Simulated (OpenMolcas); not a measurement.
# Ionisation energies of nitrogen

```json
{"Program": "OpenMolcas 26.06", "Basis": "ANO-RCC-VTZP [4s3p2d1f]", "Scalar Hamiltonian": "DKH2, point nucleus", "Spin-orbit coupling": "RASSI with atomic mean-field integrals over the reference wave functions, term energies averaged over their components"}
```

Active shells in each charge state: the valence s, p shells, with orbitals averaged over the low states. Where CASPT2's correlated closed shells are named, they are those of the first ion.

A. CASSCF
B. SS-CASPT2, IPEA 0.25 Eh, imaginary shift 0.1 Eh (closed shells correlated: 1s)
C. SS-CASPT2, IPEA 0 Eh, imaginary shift 0.1 Eh (closed shells correlated: 1s)
D. SS-CASPT2, IPEA 0.25 Eh, imaginary shift 0.1 Eh (closed shells correlated: none)

Energies in eV between the lowest computed levels, named as in B; reference values from the NIST Atomic Spectra Database with their kind.

```csv
From,To,A,B,C,D,Spin-orbit share in B,Reference
N+ 2s2 2p2 3P0,N2+ 2s2 2p 2P* 1/2,28.430,29.368,29.441,29.337,-0.003,29.601 (semi-empirical)
N2+ 2s2 2p 2P* 1/2,N3+ 2s2 1S0,46.251,47.162,47.223,47.122,+0.014,47.445 (semi-empirical)
N3+ 2s2 1S0,N4+ 2s 2S 1/2,77.297,77.340,77.340,77.355,+0.000,77.474 (measured)
N4+ 2s 2S 1/2,N5+ 1s2 1S0,97.748,97.776,97.777,97.748,+0.000,97.890 (measured)
```

Steps that some method lacks are left out, and so are those with a state whose active s or d shell is doubly occupied in every root (s and p with five to eight electrons, d10) over a frozen core shell of the same l, since the two then mix freely.

Error against the reference values, in %:

```
From       Reference     A     B     C     D
  N+  semi-empirical  -4.0  -0.8  -0.5  -0.9
 N2+  semi-empirical  -2.5  -0.6  -0.5  -0.7
 N3+        measured  -0.2  -0.2  -0.2  -0.2
 N4+        measured  -0.1  -0.1  -0.1  -0.1
```

Mean absolute error over the 2 measured values: A 0.16 eV, B 0.12 eV, C 0.12 eV, D 0.13 eV.

* marks odd parity.
